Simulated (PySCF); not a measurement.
**Gas-phase XPS of `C=C(C)CC[SeH]`, computed**

Compound: C5H10Se.
Numbering: `[CH2:1]=[C:2]([CH3:3])[CH2:4][CH2:5][SeH:6]`

Computed, not measured: delta-SCF UKS SCAN, pcX-2 on the ionised atom, pcseg-1 elsewhere, spin-free X2C (PySCF). Binding energies are ΔSCF values: E(core-ionised, relaxed orbitals) − E(ground state) at a fixed geometry, referred to the vacuum level.

Q: List the computed XPS lines with their assignment.

A: 
```tsv
atom(s)	bonded to	level	binding energy (eV)	above the level's lowest (eV)	count
C1	C (double bond) and 2 H	C 1s	289.82	0.00	1
C2	C (double bond) and 2 C	C 1s	290.56	+0.74	1
C4	2 C and 2 H	C 1s	290.73	+0.91	1
C3	C and 3 H	C 1s	290.81	+0.99	1
C5	C, Se and 2 H	C 1s	291.05	+1.23	1
```

Lowest listed C 1s: C1, bonded to C (double bond) and 2 H. Highest, 1.23 eV above it: C5, bonded to C, Se and 2 H. The widest gap between neighbouring values is 0.74 eV, between 289.82 and 290.56 eV. Summing the Pauling electronegativity differences to the bonded atoms, each weighted by its formal bond order, gives -0.70 for the lowest site and -0.70 for the highest; the largest sum, 0.00, belongs to C2, 0.49 eV below the top. The smallest sum, -1.05, belongs to C3, 0.99 eV above the lowest.

Q: What is the C 1s shift of C5 against C3?

A: 291.05 − 290.81 = +0.24 eV, or +23 kJ/mol.

Q: Which photon wavelength matches the C 1s of C1 threshold?

A: λ = hc/E = 12398.42 eV Å / 289.82 eV = 42.780 Å.

Spin contamination (⟨S²⟩ against 0.75 for a pure doublet) is marked for C 1s of C2 (0.86), which makes this value less certain. No level of selenium is listed. The structure is a single PBE0-D3(BJ)/def2-SVP conformer in the gas phase; no vibrational or solvent corrections.

Shape of the structure used: `[CH2:1]=[C:2]([CH3:3])[CH2:4][CH2:5][SeH:6]`: C1–C2–C4–C5 107°, C2–C4–C5–Se6 176°, H–Se6–C5–C4 65°.
